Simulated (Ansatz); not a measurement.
`NB(F)O[SiH3]` + HBr → `NB(F)Br` + silanol at 298.15 K and 1 bar (ligand exchange at a B–O bond).

Gas-phase electronic energies from Ansatz, PBE0-D4/def2-TZVP geometries. CCSD(T)/CBS adds triple-zeta CCSD(T) − MP2 to the extrapolated MP2 energy (def2 sets, frozen cores). For Br outer-core shells are correlated without core-valence functions, which leaves a few kJ/mol of doubt a bond. Scalar relativity is left out up to krypton. One conformer a species, not always the lowest.

```json
{"species": "`NB(F)O[SiH3]`", "CCSD(T)/CBS energy (Eh)": "-546.75004", "H − E (kJ/mol)": "189.8", "S (J/(mol·K))": "350.6"}
{"species": "HBr", "CCSD(T)/CBS energy (Eh)": "-2573.91920", "H − E (kJ/mol)": "24.6", "S (J/(mol·K))": "198.6"}
{"species": "`NB(F)Br`", "CCSD(T)/CBS energy (Eh)": "-2753.96125", "H − E (kJ/mol)": "106.2", "S (J/(mol·K))": "300.5"}
{"species": "`O[SiH3]`", "CCSD(T)/CBS energy (Eh)": "-366.69042", "H − E (kJ/mol)": "113.6", "S (J/(mol·K))": "257.8"}
```

H − E and S are ideal-gas, rigid-rotor, harmonic terms from PBE0-D4/def2-TZVP, for one conformer and one mirror image of each species. 1 Eh = 2625.50 kJ/mol, R = 8.31446 J/(mol·K).

Task: By hand: ΔE, ΔH, ΔS and ΔG.

Result: ΔE = (-2753.96125) + (-366.69042) − (-546.75004) − (-2573.91920) = 0.01757 Eh = 46.1 kJ/mol. Δ(H − E) = 106.2 + 113.6 − 189.8 − 24.6 = 5.4, so ΔH = 51.5 kJ/mol. ΔS = 300.5 + 257.8 − 350.6 − 198.6 = 9.1 J/(mol·K). ΔG = 51.5 − 298.15 × (9.1)/1000 = 48.8 kJ/mol.

Task: By hand: the equilibrium constant, and the temperature at which ΔG would vanish if ΔH and ΔS stayed fixed.

Result: log₁₀ K = −ΔG/(RT ln 10) = -8.5. ΔG = 0 at ΔH/ΔS = 5659 K, far beyond where these terms or the molecules hold.

The number of gas molecules stays the same, so ΔS is small and ΔH decides. A doubt of 5 kJ/mol in ΔE shifts log₁₀ K by 0.9 here. Other conformers and mirror images would add mixing entropy, several J/(mol·K) or more a flexible species. Modes under 60 cm⁻¹, often nearly free rotors, make the harmonic entropy too high. These are equilibria of isolated gas molecules and say nothing of rates. Largest T1 diagnostic: 0.011 (customary marks: 0.02 for closed shells, 0.045 for open ones).
